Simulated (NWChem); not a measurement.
Molecule: CHO2, doublet; SMILES O=[C]O

```xyz
4

O     -0.1755     1.1417     0.0000
C      0.4189     0.1031     0.0000
O     -0.0217    -1.1470     0.0000
H     -1.0149    -1.1369     0.0000
```
Atoms are numbered in this order, from 1.

Computed with NWChem. Pople sets run with spherical d functions. Spin-unrestricted. In the optimisation the excess spin sits in a' (Cs, its own frame). Structure relaxed at the PBE-D3(BJ)/def2-SVP, spin-unrestricted level. No stability test was run on the SCF state. Atomic charges in e: unrestrained fits to the electrostatic potential beside Mulliken populations; the two definitions need not agree.

Task: What does the run give for UHF/6-31G*? Quantities: ESP O1; Mulliken O1; ESP C2; Mulliken C2; ESP O3; Mulliken O3; relative RMS misfit of the potential (%).

Result: 
```json
{
 "ESP O1": "-0.45",
 "Mulliken O1": "-0.49",
 "ESP C2": "0.52",
 "Mulliken C2": "0.69",
 "ESP O3": "-0.56",
 "Mulliken O3": "-0.69",
 "relative RMS misfit of the potential (%)": "22"
}
```
